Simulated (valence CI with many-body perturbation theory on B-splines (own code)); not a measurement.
The numbers below are computed, except where a source is named.
V X: magnetic and hyperfine properties of the levels

Method: relativistic CI+MBPT: four valence electrons over a frozen Dirac-Fock core [Ne], a basis of 11 s, 11 p, 10 d, 8 f, 5 g, 2 h functions for each j, with the one-electron correlation potential Σ1 (screened to all orders), the two-electron term Σ2, the three-electron term Σ3, Breit, model QED; selected single and double excitations, second order for the rest, scaled by the run's own slope (own B-spline code, finite nucleus).

No measured levels were compared; by estimate levels of excited configurations hold to 0.05 to 0.15 % of their energy, terms of the ground configuration to about 0.5 %. Among the levels kept, up to 630 cm⁻¹ of a level comes from second order outside the variational space, and about a tenth of that is noise between levels of different J, which matters for small intervals.

A/g_I is the dipole constant over the nuclear g factor μ/I (μ in nuclear magnetons, uniformly magnetised nucleus), B/Q the quadrupole constant per barn. Both hold the static response of the core; the bare values leave it out. Large factors of s and p1/2 electrons are usually good to 5 to 10 %; those of open d and f shells near neutrality can be off by tens of per cent, and small factors of p3/2, d and f electrons come from cancelling terms and can be off by a factor of two or in sign, in half-filled shells by more. B is blank for J = 1/2, where it vanishes, and for nearly pure S terms. Energies count from the lowest level. Levels with J = 0 are left out.

Names give the largest LS component (configuration and term), which can be under half, so a name can repeat, a term be missing and a line seem to break the LS rules; names also repeat where a configuration has a term twice. Letters in brackets count levels of one name in rising energy.

```csv
Level,E (eV),g,A/g_I (MHz),A/g_I bare,B/Q (MHz/b),B/Q bare
3s²3p² ³P_1,0.519,1.501,68.4,187,2340,2210
3s²3p² ³P_2,1.170,1.482,3630,3520,-4290,-4040
3s²3p² ¹D_2,4.048,1.017,4370,4140,8930,8420
3s3p³ ⁵S°_2,19.989,1.999,12100,11600,,
3s3p³ ³D°_1,27.396,0.513,-7380,-6890,990,936
3s3p³ ³D°_2,27.408,1.175,6420,6080,2050,1940
3s3p³ ³D°_3,27.535,1.333,10900,10200,-553,-513
3s3p³ ³P°_1,31.525,1.488,15300,14400,-1250,-1180
3s3p³ ³P°_2,31.548,1.483,12000,11300,-2160,-2040
3s3p³ ¹D°_2,34.711,1.010,3750,3580,-1590,-1490
3s3p³ ³S°_1,40.712,1.856,-9390,-8320,-14.0,-12.2
3s²3p3d ³F°_2,41.967,0.667,3530,3380,3580,3440
3s3p³ ¹P°_1,42.382,1.143,1530,1550,79.5,79.1
3s²3p3d ³F°_3,42.391,1.083,2160,2140,3840,3700
3s²3p3d ³F°_4,42.997,1.250,1230,1270,5450,5230
3s²3p3d ³P°_2 [a],47.848,1.258,1410,1470,-128,-82.8
3s²3p3d ³P°_1,48.495,1.365,-389,-128,815,776
3s²3p3d ³P°_2 [b],48.647,1.209,1330,1370,-544,-478
3s²3p3d ³D°_1,49.502,0.636,484,522,-2460,-2330
3s²3p3d ³D°_2,49.695,1.198,1900,1930,-3120,-2940
3s²3p3d ³D°_3,49.753,1.332,2380,2380,-3500,-3260
3s²3p3d ¹F°_3,54.607,1.001,1850,1820,5350,5150
3s²3p3d ¹P°_1,55.978,0.998,-772,-593,691,685
3p⁴ ³P_2,58.399,1.468,3970,3950,1980,1880
3p⁴ ³P_1,59.159,1.500,2390,2490,-1310,-1240
3p⁴ ¹D_2,60.351,1.031,4540,4320,-7530,-7100
3s3p²3d ⁵F_1,61.527,0.007,-9140,-8590,-623,-561
3s3p²3d ⁵F_2,61.667,1.007,1490,1520,132,148
3s3p²3d ⁵F_3,61.883,1.255,4160,4050,55.4,93.2
3s3p²3d ⁵F_4,62.185,1.353,5330,5150,-1030,-903
3s3p²3d ⁵F_5,62.576,1.400,6210,5970,-4070,-3740
3s3p²3d ⁵D_1,63.634,1.494,7530,7260,-2140,-2040
3s3p²3d ⁵D_2,63.709,1.492,7350,7090,-2070,-1960
3s3p²3d ⁵D_3,63.822,1.490,7070,6810,-330,-303
```

Problem. Take the isotope of mass number 51, with I = 7/2, μ = 5.1464 μN and Q = -0.052 b. What is the hyperfine structure of 3s3p³ ³D°_2?

Solution. From the table A = 9440 MHz, B = -107 MHz. Shifts from the centre of gravity in MHz: F = 3/2: -85000, F = 5/2: -61400, F = 7/2: -28300, F = 9/2: 14200, F = 11/2: 66100.
